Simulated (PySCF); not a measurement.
Species: H11NSi4.
Atom-mapped SMILES: `[SiH3:1][SiH2:2][N:3]([SiH3:4])[SiH3:5]` (hydrogens: H6, H7, H8 on Si1; H9, H10 on Si2; H11, H12, H13 on Si4; H14, H15, H16 on Si5)

Computed with PBE0-D3(BJ)/def2-SVP geometry optimisation, gas phase (PySCF 2.14.0).

(1) What internal coordinates does the optimisation give?

Answers

(1) 
| bond | length (pm) | order |
| --- | --- | --- |
| Si1–Si2 | 234.8 | single |
| Si2–N3 | 176.1 | single |
| N3–Si4, N3–Si5 | 175.4 | single |
| Si1–H6, Si1–H7, Si1–H8 | 149.6 | single |
| Si2–H9, Si2–H10 | 149.7 | single |
| Si4–H11 and 5 like bonds | 149.5 | single |

Bonds in one row agree within 1 pm and their mean is given. Orders are formal, as drawn. A selection of angles:
| angle | degrees |
| --- | --- |
| Si2–Si1–H6 | 111.7 |
| Si2–Si1–H7 | 109.2 |
| H6–Si1–H7 | 108.9 |
| H7–Si1–H8 | 108.3 |
| Si1–Si2–N3 | 110.2 |
| Si1–Si2–H9 | 110.5 |
| Si1–Si2–H10 | 109.7 |
| N3–Si2–H9 | 110.9 |
| N3–Si2–H10 | 107.1 |
| H9–Si2–H10 | 108.4 |
| Si2–N3–Si4 | 120.2 |
| Si4–N3–Si5 | 120.4 |
| N3–Si4–H11 | 111.7 |
| N3–Si4–H13 | 107.2 |
| H11–Si4–H12 | 108.1 |
| H11–Si4–H13 | 109.0 |

Torsions: Si1–Si2–N3–Si4 71° (synclinal). The mirror-image conformer, all signs reversed, is as good.

Si2 (SiH2 silicon) is tetrahedral (angles from 107.1° to 110.9°). Si4 (SiH3 silicon) is tetrahedral (angles from 107.2° to 111.7°). Si1 (SiH3 silicon) is tetrahedral (angles from 108.3° to 111.7°). N3 (nitrogen bridging silicon atoms) is planar (angles 120.4°, 120.2° and 119.4°, sum 360.0°, 0.02 Å off the plane of its three neighbours).

Point group: C1 (no symmetry element, even within 0.4 Å). PBE0-D3(BJ)/def2-SVP frequencies: not computed here. The numbers are those of one conformer.
